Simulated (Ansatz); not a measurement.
Compare A (`CC(=N)[SiH3]`) with its isomer B (`C=N[SiH2]C`).

Calculated with Ansatz (gas phase, PBE0-D4/def2-TZVP geometries, no zero-point term in ΔE). CBS: MP2 limit from def2 TZ/QZ plus the TZ coupled-cluster correction, frozen cores. DFT in def2-TZVPP. B3LYP here is the variant with VWN-RPA as its local correlation; programs differ in this. Each species was taken in one conformer, which may not be the lowest.

Question: Which isomer does CCSD(T)/CBS put lower? Give the gap. (Best estimate.)

Answer: Ansatz gave: B, by 69.5 kJ/mol.

Question: Give E(B) − E(A) in kJ/mol with B3LYP-D4, CCSD/def2-TZVPP, PBE0-D4, CCSD(T)/def2-TZVPP, r2SCAN-D4, PBE-D4, HF/def2-TZVPP. (Estimate.)

Answer: Computed: B3LYP-D4 -69.4, CCSD/def2-TZVPP -70.7, PBE0-D4 -64.4, CCSD(T)/def2-TZVPP -68.4, r2SCAN-D4 -68.3, PBE-D4 -59.5, HF/def2-TZVPP -80.5. None reverses the order clearly.

Question: Does the order hold for the free energy at 298.15 K (harmonic terms from PBE0-D4)? (An estimate is asked.)

Answer: Computed: Yes: G(B) − G(A) = -68.0 kJ/mol, for one conformer each.

Largest T1 diagnostic: 0.012.

At CCSD(T), def2-SVP lies +16.7 kJ/mol from the extrapolated value and def2-TZVPP +1.1 kJ/mol. Leaving LDA and LC-ωPBE aside and taking each functional with its dispersion term where it has one, the values, not all of them listed here, spread over 15.8 kJ/mol, from BHLYP-D4 to revPBE-D4. LDA lies +5.1 kJ/mol from PBE without D4.
